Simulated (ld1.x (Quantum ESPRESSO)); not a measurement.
## LDA (PZ) RRKJ dataset for Cu (Z = 29), scalar-relativistic all-electron reference.

ld1.x (Quantum ESPRESSO) 7.5 was run on this input:

```
&input
   title='Cu', zed=29., rel=1, dft='PZ', iswitch=3,
   config='[Ar] 3d10 4s0.75 4p0.25 4f-2',
   nld=4, rlderiv=3.60, eminld=-2.0, emaxld=5.0, deld=0.02
 /
 &inputp
   pseudotype=2, tm=.false., rho0=0.001, lloc=-1, rcloc=2.50,
   nlcc=.false.,
   file_pseudopw='Cu.UPF', file_wfcaegen='ae.wfc', file_wfcncgen='nc.wfc', file_beta='beta', file_chi='chi'
 /
4
4S  1  0   0.75   0.00  2.40  2.40  0.0
4P  2  1   0.25   0.00  3.30  3.30  0.0
3D  3  2  10.00   0.00  1.55  1.55  0.0
4F  4  3  -2.00   0.25  3.15  3.15  0.0
 &test
   configts(1)='3d10 4s0.75 4p0.25'
 /
```

Command:

```bash
ld1.x < Cu.in > Cu.out
```

The program printed (shortened: banner, matrices, multipoles, cross overlaps and the repeated all-electron block are left out):

```
Program LD1 v.7.5
     --------------------------- All-electron run ----------------------------

     Cu
     scalar relativistic calculation

     atomic number is 29.00
     dft =PZ   lsd =0 sic =0 latt =0  beta=0.20 tr2=1.0E-14
     Exchange-correlation= PZ
                           (   1   1   0   0   0   0   0)
     mesh =1199 r(mesh) = 100.25372 a.u. xmin = -7.00 dx = 0.01250
     1 Ry =  13.60569312 eV, c = 137.03599908

     n l     nl                  e(Ry)          e(Ha)          e(eV)
     1 0     1S 1( 2.00)      -649.2843      -324.6421     -8833.9627
     2 0     2S 1( 2.00)       -77.9784       -38.9892     -1060.9503
     2 1     2P 1( 6.00)       -67.3973       -33.6987      -916.9875
     3 0     3S 1( 2.00)        -8.4328        -4.2164      -114.7338
     3 1     3P 1( 6.00)        -5.3374        -2.6687       -72.6190
     3 2     3D 1(10.00)        -0.4340        -0.2170        -5.9049
     4 0     4S 1( 0.75)        -0.3886        -0.1943        -5.2865
     4 1     4P 1( 0.25)        -0.0836        -0.0418        -1.1369

     final scf error:  9.1E-15 reached in  33 iterations

     Etot =   -3304.442727 Ry,   -1652.221363 Ha,  -44959.233684 eV

     Ekin =    3352.215965 Ry,    1676.107982 Ha,   45609.221698 eV
     Encl =   -7960.954323 Ry,   -3980.477161 Ha, -108314.301484 eV
     Eh   =    1434.055462 Ry,     717.027731 Ha,   19511.318541 eV
     Exc  =    -129.759831 Ry,     -64.879915 Ha,   -1765.472439 eV

     normalization and overlap integrals

     s(1S/1S) =  1.000000  <r> =   0.0522  <r2> =    0.0037  r(max) =   0.0341
     s(2S/2S) =  1.000000  <r> =   0.2357  <r2> =    0.0655  r(max) =   0.1960
     s(2P/2P) =  1.000000  <r> =   0.2066  <r2> =    0.0524  r(max) =   0.1585
     s(3S/3S) =  1.000000  <r> =   0.7134  <r2> =    0.5891  r(max) =   0.6112
     s(3P/3P) =  1.000000  <r> =   0.7504  <r2> =    0.6673  r(max) =   0.6189
     s(3D/3D) =  1.000000  <r> =   1.0424  <r2> =    1.5496  r(max) =   0.5961
     s(4S/4S) =  1.000000  <r> =   2.8673  <r2> =    9.7019  r(max) =   2.2428
     s(4P/4P) =  1.000000  <r> =   4.8423  <r2> =   29.0245  r(max) =   3.4305

     ------------------------ End of All-electron run ------------------------

     --------------------- Generating NC pseudopotential ---------------------

      Generating local potential from pseudized AE potential:
      Matching radius rcloc =   2.5000

      Local pseudo, rcloc= 2.479 Estimated cut-off energy=     3.95 Ry

      Wfc   4S  rcut= 2.417  Estimated cut-off energy=        7.75 Ry
      Using 4 Bessel functions for this wfc, rho(0) = 0.001
      This function has    0 nodes for 0 < r <    2.417

      Wfc   4P  rcut= 3.263  Estimated cut-off energy=       16.26 Ry
      This function has    0 nodes for 0 < r <    3.263

      Wfc   3D  rcut= 1.541  Estimated cut-off energy=       98.81 Ry
      This function has    0 nodes for 0 < r <    1.541

      Wfc   4F  rcut= 3.183  Estimated cut-off energy=       27.51 Ry
      This function has    0 nodes for 0 < r <    3.183

     ------------------- End of pseudopotential generation -------------------

     Computing logarithmic derivative in   3.58398
     Computing logarithmic derivative in   3.58398
     Computing the partial wave expansion
     R is outside the sphere for l=    0 j= 0.00
     R is outside the sphere for l=    1 j= 0.00
     R is outside the sphere for l=    2 j= 0.00
     R is outside the sphere for l=    3 j= 0.00

     ---------------------- Testing the pseudopotential ----------------------

     Cu
     scalar relativistic calculation

     atomic number is 29.00   valence charge is 11.00
     dft =PZ   lsd =0 sic =0 latt =0  beta=0.20 tr2=1.0E-14
     mesh =1199 r(mesh) = 100.25372 xmin = -7.00 dx = 0.01250

     n l     nl             e AE (Ry)        e PS (Ry)    De AE-PS (Ry)
     3 2     3D   1(10.00)       -0.43400       -0.43401        0.00000
     1 0     4S   1( 0.75)       -0.38855       -0.38855        0.00000
     2 1     4P   1( 0.25)       -0.08356       -0.08356        0.00000

     eps = 1.1E-15  iter =  6

     Etot =   -3304.442727 Ry,   -1652.221363 Ha,  -44959.233684 eV
     Etotps =   -91.505505 Ry,     -45.752753 Ha,   -1244.995824 eV

     Ekin =     114.974449 Ry,      57.487224 Ha,    1564.307067 eV
     Encl =    -191.082052 Ry,     -95.541026 Ha,   -2599.803759 eV
     Ehrt =      91.377413 Ry,      45.688707 Ha,    1243.253044 eV
     Ecxc =     -14.440401 Ry,      -7.220200 Ha,    -196.471661 eV
     Epseu=     -92.334915 Ry,     -46.167457 Ha,   -1256.280515 eV

     ---------------------- End of pseudopotential test ----------------------
```

Generation and configuration tests took about 2.5 s on one core of a shared server CPU.
